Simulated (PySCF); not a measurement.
## Stationary points of BiH3

Computed with PBE0/[Bi def2-TZVP with ECP60, H def2-TZVP], scalar-relativistic core potentials, density fitting, no spin–orbit coupling, PySCF.

Relaxations began from a few typed shapes. The search is not exhaustive: other isomers or separated fragments can lie lower, and high-lying points may rest on an excited occupation.

Problem. Order these stationary points by electronic energy, lowest first, in kJ/mol from the lowest minimum.
A. singlet D3h: Bi–H 1.700 Å (×3); H–Bi–H 120.0° (×3)
B. singlet C3v: Bi–H 1.787 Å (×3); H–Bi–H 90.4° (×3)

Solution. B (0.0), A (250.3).

Problem. Which of them are minima?

Solution. By energy in kJ/mol, 0.0: minimum; 250.3: saddle point, 1 imaginary mode.

Counting electrons, bismuth keeps 2 of its valence electrons outside its bonds, so the VSEPR class is AX3E1 and the expected shape is trigonal pyramidal (C3v), as computed. The angle of 90° is close to 90°: the heavy centre bonds with nearly pure p orbitals and keeps its lone pair s-like.

For the lowest minimum: with an element this heavy the missing spin–orbit coupling can shift these numbers.
